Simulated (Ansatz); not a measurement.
The cluster Li₂F₂⁺, relaxed as a doublet with UKS PBE0-D4/def2-TZVP in Ansatz, starting from the GFN1-xTB geometry. Force threshold 0.02 eV/Å.

In the doublet, F3 and F4 lie 1.93 Å apart (atoms count from 1), so these atoms are partly bonded to each other. The structure comes from a short search, and lower isomers may exist.

Start:

```xyz
4

Li    1.048    0.546   -0.815
Li   -1.044   -0.549    0.821
F     0.344   -0.907   -0.171
F    -0.348    0.910    0.165
```

Problem. Estimate the energy that the relaxation releases and the steps that it takes.

Solution. 2.9 kcal/mol, in 5 steps; 3.3 s on 4 threads of Arm Neoverse V2 on a shared host. No frequencies were taken in this run, so the end may be a saddle point.

Problem. Does the start keep its bonding and symmetry?

Solution. By distances, no bond broke or formed. The bond that changes most is Li1–F3, from 1.74 to 1.84 Å (atoms count from 1). Point group D2h at the start, D2h at the end, both within 0.05 Å.

Problem. Predict the relaxed structure.

Solution. 
Cartesian coordinates in Å:
```
Li 1.1419 0.5983 -0.8929
Li -1.1419 -0.5986 0.8928
F 0.3378 -0.8891 -0.1640
F -0.3379 0.8894 0.1641
```
Bond lengths (bridged metal pairs left out): 4 × F–Li 1.84 Å.
